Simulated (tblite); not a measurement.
Compound: C₅H₁₅N₃Si.
Structure used (GFN2-xTB), in Å, numbered top down from 1:
```xyz
24
C5H15N3Si angstrom
C     -2.312   -0.675    0.432
N     -1.609    0.000   -0.632
C     -2.395    0.070   -1.835
Si    -0.412    1.185   -0.285
N      0.668    0.433    0.825
C      1.568    1.223    1.625
C      1.171   -0.898    0.579
C      2.370   -0.910   -0.319
N      3.355   -1.645   -0.075
H     -1.688   -0.707    1.321
H     -2.556   -1.699    0.129
H     -3.251   -0.165    0.682
H     -2.655   -0.939   -2.169
H     -1.827    0.564   -2.617
H     -3.327    0.627   -1.680
H     -0.862    2.397    0.415
H      0.125    1.553   -1.605
H      2.532    1.383    1.128
H      1.121    2.193    1.823
H      1.759    0.719    2.576
H      0.384   -1.474    0.085
H      1.427   -1.389    1.525
H      2.281   -0.224   -1.174
H      4.121   -1.601   -0.745
```

Computed values, GFN2-xTB/tblite, gas phase, harmonic and unscaled. This tight-binding method is rough: wavenumbers can miss measured ones by several per cent, in bad cases by 10 to 20. Modes of hydrogen on silicon can be 10 to 20 % off. One conformer, not necessarily the lowest.

Harmonic wavenumbers (cm⁻¹): 40.5, 61.3, 67.7, 87.4, 113.2, 164.1, 172.6, 193.0, 211.8, 260.1, 283.9, 300.7, 352.1, 396.4, 406.5, 469.2, 542.1, 624.9, 662.3, 695.2, 745.1, 803.3, 814.0, 958.2, 1000.9, 1020.8, 1038.2, 1048.4, 1056.8, 1091.9, 1107.5, 1126.9, 1131.1, 1203.7, 1210.4, 1218.4, 1289.3, 1307.4, 1308.8, 1360.3, 1415.2, 1422.4, 1427.1, 1432.9, 1482.0, 1486.2, 1490.4, 1503.6, 1507.5, 1513.2, 1744.7, 2164.2, 2208.5, 2820.3, 2884.0, 2887.3, 2897.9, 2928.2, 2935.4, 2942.4, 2952.1, 2956.1, 3039.7, 3043.5, 3044.1, 3325.9.

A = 2112, B = 780.6, C = 694.5 MHz; mass 145.104 u (most abundant isotopes); point group C1, symmetry number 1.

Problem. Zero-point energy?

Solution. ½Σν̃ = 43701 cm⁻¹ = 124.95 kcal/mol.

Problem. What is S at 298.15 K and 1 bar for an ideal gas of classical rigid rotors and harmonic oscillators?

Solution. Translation 40.85, rotation 30.02, vibration 41.74: S = 112.6 cal/(mol K).

Problem. And Cp and H(298.15 K) − H(0)?

Solution. Cp = 47.30 cal/(mol K), of which vibrations give 39.36 (their classical limit is 66 R = 131.2); H(298.15 K) − H(0) = 8.71 kcal/mol without the zero-point energy, 6.34 from vibrations.

Problem. Blend soft modes into free rotors: weight 1/[1 + (100 cm⁻¹/ν̃)⁴] for the oscillator and the rest for a rotor with moment μB/(μ + B), μ = h/(8π²ν), B = 10⁻⁴⁴ kg m². What vibrational entropy results?

Solution. 37.91 cal/(mol K) in place of 41.74, which changes −T·S at 298.15 K by +1.14 kcal/mol.

Problem. How do the functions run with temperature in this model?

Solution. 
```
 T (K)  S (cal/(mol K))  Cp (cal/(mol K))  H − H(0) (kcal/mol)  G − H(0) (kcal/mol)  ln q(vib)
    50             61.8              16.1                 0.57                -2.52       0.86
   100             75.5              24.2                 1.58                -5.97       2.75
373.15            124.2              56.0                12.59               -33.75      12.95
   500            142.5              69.5                20.57               -50.68      17.27
   750            174.7              89.5                40.61               -90.43      25.32
  1000            202.4             102.9                64.76              -137.65      32.77
```

q(vib) and H(0) count from the zero-point level.

Problem. What must be added to the electronic energy to get the Gibbs energy at 298.15 K and 1 bar?

Solution. ZPE + [H(298.15 K) − H(0)] − T·S = 124.95 + 8.71 − 33.58 = 100.08 kcal/mol.

Hindered rotation and anharmonicity are outside this model. Other conformers, if any are populated, would add a mixing term that is left out. The structure is chiral; the term R ln 2 for an equal mix with its mirror image is left out.
